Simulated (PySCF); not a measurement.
**closo-1-SB9 (no H on S)**

Geometry:
```csv
atom,x (Å),y (Å),z (Å)
B1,0.193,0.684,-1.422
B2,-0.247,0.984,1.224
B3,1.303,0.902,0.114
B4,1.097,-0.639,-0.702
B5,-0.753,-0.734,-0.999
B6,0.791,-0.430,1.137
S7,-0.071,2.195,-0.261
B8,-1.059,-0.525,0.841
B9,0.052,-1.649,0.195
B10,-1.358,0.765,-0.312
H11,0.349,1.071,-2.521
H12,-0.435,1.606,2.204
H13,2.334,1.460,0.222
H14,1.998,-1.126,-1.284
H15,-1.375,-1.298,-1.825
H16,1.439,-0.749,2.066
H17,-1.930,-0.920,1.528
H18,0.091,-2.813,0.333
H19,-2.420,1.216,-0.539
```

Level of theory: PySCF 2.14.0, GIAO OPBE/def2-SVP magnetisability, rotational g tensor and spin-rotation constants, non-relativistic, gas phase. Geometry: GFN2-xTB.

What are the magnetisability and the molar susceptibility?

Isotropic -2128 × 10⁻³⁰ J/T², or -128.2 × 10⁻⁶ cm³/mol; principal values -2501, -2501, -1382 × 10⁻³⁰ J/T², anisotropy 1119 × 10⁻³⁰ J/T² (root of half the summed squared differences of the principal values). The susceptibility is in cgs units.

Split it along the inertial axes a, b, c into diamagnetic and paramagnetic parts about the centre of mass, with the quadrupole moment.


| axis | χ (10⁻⁶ cm³/mol) | diamagnetic (10⁻⁶ cm³/mol) | paramagnetic (10⁻⁶ cm³/mol) | summed x² of all electrons (Å²) | quadrupole Θ (D Å) |
| --- | --- | --- | --- | --- | --- |
| a | -83.2 | -626.5 | 543.3 | 133.6 | +1.93 |
| b | -150.6 | -879.8 | 729.2 | 73.8 | -0.96 |
| c | -150.6 | -879.8 | 729.2 | 73.8 | -0.96 |

Anisotropies 2χaa − χbb − χcc = +134.8 and 2χbb − χaa − χcc = -67.4 × 10⁻⁶ cm³/mol. Θ is traceless in Buckingham's convention.

And the rotational g tensor?


```tsv
axis	rotational constant (GHz)	g	nuclear part	electronic part
a	2.4693	-0.0484	0.5818	-0.6302
b	1.5430	+0.0199	0.5485	-0.5286
c	1.5427	+0.0199	0.5484	-0.5285
```
Prolate top; isotopes 11B, 1H, 32S; no vibrational averaging.
